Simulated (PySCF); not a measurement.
Species: C3H6SSi.
Z-matrix (Å and degrees, PBE0-D3(BJ)/def2-SVP geometry), rows numbered from 1:
```
C 
C   1  1.3337
C   2  1.5199  1  128.29
Si  3  1.8919  2   93.48  1  -174.13
S   2  1.7988  1  125.11  3  -179.07
H   1  1.0923  2  121.93  3   179.17
H   1  1.0932  2  119.91  3    -0.87
H   3  1.1009  2  112.90  1   -53.45
H   3  1.1021  2  111.87  1    68.79
H   4  1.4925  3  116.47  2   110.01
H   4  1.4919  3  117.43  2  -118.38
```

Jobs on this species (11 atoms, 54 electrons) with PySCF (density fitting). Hardware of each: one thread of an Arm Neoverse V1, shared host. Times come from a shared host and carry two figures at best. Peak memory is the resident size of the whole Python process, interpreter and libraries included.

```json
{"level and settings": "delta-SCF UKS PBE0, pcX-2 on the ionised atom, pcseg-1 elsewhere, spin-free X2C", "work": "ΔSCF core ionisation, 7 holes", "basis functions": "150", "SCF cycles": "?", "wall time": "?", "peak memory": "?"}
{"level and settings": "delta-SCF UKS PBE, pcX-2 on the ionised atom, pcseg-1 elsewhere, spin-free X2C", "work": "ΔSCF core ionisation, 7 holes", "basis functions": "150", "SCF cycles": "?", "wall time": "?", "peak memory": "?"}
{"level and settings": "delta-SCF UKS SCAN, pcX-2 on the ionised atom, pcseg-1 elsewhere, non-relativistic", "work": "ΔSCF core ionisation, 7 holes", "basis functions": "150", "SCF cycles": "?", "wall time": "?", "peak memory": "?"}
{"level and settings": "delta-SCF UKS SCAN, def2-TZVP on the ionised atom, pcseg-1 elsewhere, spin-free X2C", "work": "ΔSCF core ionisation, 7 holes", "basis functions": "127", "SCF cycles": "118", "wall time": "38 s", "peak memory": "0.48 GiB"}
{"level and settings": "delta-SCF UKS SCAN, pcX-1 on the ionised atom, pcseg-1 elsewhere, spin-free X2C", "work": "ΔSCF core ionisation, 7 holes", "basis functions": "130", "SCF cycles": "119", "wall time": "33 s", "peak memory": "0.48 GiB"}
{"level and settings": "PBE0-D3(BJ)/def2-SVP, grid level 1", "work": "geometry optimisation from a GFN2-xTB start shaken at random", "basis functions": "108", "SCF cycles": "41", "wall time": "26 s", "peak memory": "0.45 GiB"}
{"level and settings": "delta-SCF UKS B3LYP, pcX-2 on the ionised atom, pcseg-1 elsewhere, spin-free X2C", "work": "ΔSCF core ionisation, 7 holes", "basis functions": "150", "SCF cycles": "99", "wall time": "46 s", "peak memory": "0.63 GiB"}
{"level and settings": "delta-SCF UKS SCAN, pcX-2 on the ionised atom, pcseg-1 elsewhere, spin-free X2C", "work": "ΔSCF core ionisation, 7 holes", "basis functions": "150", "SCF cycles": "118", "wall time": "40 s", "peak memory": "0.60 GiB"}
```

Fill in the missing figures.

- delta-SCF UKS PBE0, pcX-2 on the ionised atom, pcseg-1 elsewhere, spin-free X2C; ΔSCF core ionisation, 7 holes: 45 s, 0.63 GiB, 98 SCF cycles
- delta-SCF UKS PBE, pcX-2 on the ionised atom, pcseg-1 elsewhere, spin-free X2C; ΔSCF core ionisation, 7 holes: 24 s, 0.58 GiB, 108 SCF cycles
- delta-SCF UKS SCAN, pcX-2 on the ionised atom, pcseg-1 elsewhere, non-relativistic; ΔSCF core ionisation, 7 holes: 39 s, 0.49 GiB, 119 SCF cycles

What do all jobs in the table cost together?

About 4.8 min; the longest takes about 16 % of that, and about 1.9 times as long as the shortest.
